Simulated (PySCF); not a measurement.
B3H5N3, SMILES B1N[B]NBN1, multiplicity 2. Geometry: PBE0-D3(BJ)/def2-SVP. The isomer is the one that the SMILES or the coordinates give; other isomers of the formula were not compared.

Method: PySCF with PBE0-D3(BJ)/def2-SVP.

Harmonic wavenumbers (cm⁻¹): 282, 312, 441, 520, 523, 694, 716, 720, 861, 924, 934, 948, 955, 984, 1058, 1066, 1240, 1292, 1363, 1383, 1484, 1503, 2617, 2623, 3679, 3679, 3683. Rotational constants (GHz): 5.812, 5.275, 2.765; symmetry number 2.

Q: Work out the zero-point energy and the ideal-gas rigid-rotor harmonic-oscillator thermochemistry at 298.15 K and 1 atm.

A: ZPE = ½ Σ hcν = ½ × 36484 cm⁻¹ = 218.22 kJ/mol. H − E(el) = 234.07 kJ/mol. Entropy in J/(mol K): translation 163.32, rotation 101.94, vibration 28.47, spin 5.76, total 299.49. G − E(el) = 144.78 kJ/mol. Cp = 90.42 J/(mol K).
